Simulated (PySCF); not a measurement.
Delta-SCF ions had no search for a lower state. Excitations are Tamm–Dancoff values on a coarser integration grid. The basis has no diffuse functions, so Rydberg states are missing or too high.

# Cl3Ga, SMILES `[Cl][Ga]([Cl])[Cl]` (charge 0, multiplicity 1)

Method: M06-2X/def2-TZVP // B3LYP-D3(BJ)/def2-TZVP (PySCF).

The HOMO is -10.83 eV, the dipole moment is 0.00 D and the LUMO is -1.19 eV. The HOMO–LUMO gap comes out as 9.64 eV and the S1 excitation (TDA) is 6.34 eV. The S1 oscillator strength is 0.000 and the T1 excitation (TDA) comes out as 6.00 eV. The S1–T1 gap (TDA) is 0.34 eV, the vertical ionisation energy (Delta-SCF) is 11.99 eV and the total energy is -89950.66 eV. The cost comes out as very roughly 8 core-minutes.

```xyz
4

Cl    -1.2361    -1.7304    -0.0090
Ga     0.0000     0.0001     0.0000
Cl    -0.8806     1.9358    -0.0043
Cl     2.1167    -0.2054     0.0133
```
Charge 0, spin multiplicity 1.
